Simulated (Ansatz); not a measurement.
Input and output for BF₃.

```yaml
crystal:
  periodic: [false, false, false]
  atoms:
    - {symbol: B, position_ang: [0.000022, 0.000010, 0.000017]}
    - {symbol: F, position_ang: [1.325346, -0.028131, 0.013642]}
    - {symbol: F, position_ang: [-0.638224, 1.161827, -0.017670]}
    - {symbol: F, position_ang: [-0.687144, -1.133696, 0.004012]}
basis:
  gaussian: {orbitals: aug-cc-pVDZ}
hamiltonian: {xc: {name: PBE0}, dispersion: d4}
scf: {omitted_lower_state_checks: [starts]}
output: {forces: true}
```

```sh
$ ansatz run in.yaml --threads 2 --pin off --events-out ev --progress --plain --max-ram 4352MiB
```

It prints (some lines left out):

```
Functional definition: PBE0
747 factors; their error is unknown
mean field evaluation 1: about -8821.2624 eV, gradient 4.3e1 eV
mean field evaluation 2: about -8819.0072 eV, gradient 5.9e1 eV
mean field evaluation 4: about -8823.9103 eV, gradient 3.3e-1 eV
mean field evaluation 8: about -8823.9647 eV, gradient 2.3e-3 eV
mean field -8823.96467683 eV, -324.2747207754 hartree, gradient 1.6e-5 eV, S^2 0.000000; 0 other end points of the search recorded, 0 dependent functions left out
reference -8823.96470839 eV, -324.2747219351 hartree; 16, 16 occupied and 76, 76 virtual orbitals, 747 factors
Total energy: -8823.99763116 eV, -324.2759318247 hartree
Atom 0 at     0.000022     0.000010     0.000017 Å, force    -0.000734    -0.000278    -0.000377 eV/Å
Atom 1 at     1.325346    -0.028131     0.013642 Å, force    -0.108689     0.002454    -0.000996 eV/Å
Atom 2 at    -0.638224     1.161827    -0.017670 Å, force     0.052748    -0.095233     0.001577 eV/Å
Atom 3 at    -0.687144    -1.133696     0.004012 Å, force     0.056676     0.093057    -0.000203 eV/Å
Dipole moment:     0.000042     0.000014     0.000021 e Å
Checks for a lower state left out: starts
```

It took 1.8 s on 2 threads of Intel Xeon Platinum 8259CL on a shared host.
